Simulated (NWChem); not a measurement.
Species: GeNH$_{4}$Cl; SMILES [NH2][GeH2][Cl]

```xyz
7

Ge     0.3806    -0.4190     0.0000
N     -1.0212    -1.6050     0.0000
Cl    -0.2457     1.7031     0.0000
H      1.1828    -0.6151    -1.2990
H      1.1828    -0.6151     1.2990
H     -1.6104    -1.5401     0.8262
H     -1.6104    -1.5401    -0.8262
```
Atoms are numbered in this order, from 1.

Structure relaxed at the B3LYP/6-31G* (spherical d) level.

Symmetry labels are those of Cs in the frame above (b1 and b2, or b-type labels, depend on it).

### Question
List the 4 lowest vertical singlet excitations from B3LYP/def2-SVPD, TDA (NWChem).

### Answer
```json
[
 {"state": "S1", "energy (eV)": "6.50", "oscillator strength": "0.010", "symmetry": "a'", "leading excitation (squared amplitude)": "HOMO → LUMO+1 (0.72)"},
 {"state": "S2", "energy (eV)": "6.62", "oscillator strength": "0.121", "symmetry": "a'", "leading excitation (squared amplitude)": "HOMO → LUMO (0.61)"},
 {"state": "S3", "energy (eV)": "6.73", "oscillator strength": "0.024", "symmetry": "a\"", "leading excitation (squared amplitude)": "HOMO−1 → LUMO (0.97)"},
 {"state": "S4", "energy (eV)": "7.09", "oscillator strength": "0.061", "symmetry": "a'", "leading excitation (squared amplitude)": "HOMO−2 → LUMO (0.86)"}
]
```
